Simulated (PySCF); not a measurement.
## Two-component Hartree-Fock for Rh (rhodium, neutral)

Start: [Kr] 4d7 5s1 5p1; 4d3/2 filled at m_j = +1/2, +3/2; 4d5/2 filled at m_j = -3/2, -1/2, +1/2, +3/2, +5/2; 5s1/2 filled at m_j = +1/2; 5p3/2 filled at m_j = +3/2. Calculated with PySCF 2.14 in x2c-TZVPall-2c: generalised Hartree-Fock with the X2C-1e Hamiltonian and a Gaussian nucleus; one run each with spin-orbit coupling (SO) switched off, then screened by Boettger's factors. This is a chosen level, not necessarily the ground level.

```csv
spinor shell,electrons,"ε, spin-free (eV)","ε, screened SO (eV)",weight of nominal j (screened SO),"rms radius, screened SO (bohr)"
1s1/2,2,-23347.7,-23346.1,1.000,0.0374
2s1/2,2,-3471.5,-3471.1,1.000,0.154
2p1/2,2,-3104.9,-3205.0,1.000,0.134
2p3/2,4,-3104.9,-3058.4,1.000,0.138
3s1/2,2,-660.14,-660.01,1.000,0.415
3p1/2,2,-536.47,-554.36,1.000,0.411
3p3/2,4,-536.47,-528.11,1.000,0.422
3d3/2,4,-339.03,-342.30,0.992,0.401
3d5/2,6,-339.03,-336.74,0.995,0.405
4s1/2,2,-106.47,-106.46,1.000,1.05
4p1/2,2,-68.739,-73.760,0.830,1.15
4p3/2,4,-68.739,-66.344,0.915,1.16
4d5/2,5,-17.083,-17.940,0.545,1.61
4d3/2,2,-17.083,-15.149,0.634,1.61
5s1/2,1,-9.865,-9.876,0.999,3.37
5p3/2,1,-4.819,-4.763,1.000,4.72
```

| quantity | spin-free | screened SO |
| --- | --- | --- |
| E (hartree) | -4780.70677 | -4781.45686 |
| M_J | 13/2 | 13/2 |
| ⟨J²⟩ | 48.762 | 48.763 |
| ⟨L²⟩ | 20.011 | 20.163 |
| ⟨S²⟩ | 8.751 | 8.693 |

Each row is a mean over spinors that exchange with the open shell spreads, by up to 8.851 eV (4p3/2).

Rows whose weight is well below 1 are mixtures of j = l ± 1/2: exchange outweighs spin-orbit coupling there, and the label is only the starting occupation.

Breit and QED terms are absent; they matter most for the inner s and p1/2 levels.

Densities and radii are taken from the X2C orbitals without a picture-change correction, which distorts them close to the nucleus.

Without spin-orbit coupling the j labels of p, d and f shells carry no meaning; the spin-free column gives the mean over the occupied spinors of each nl shell.
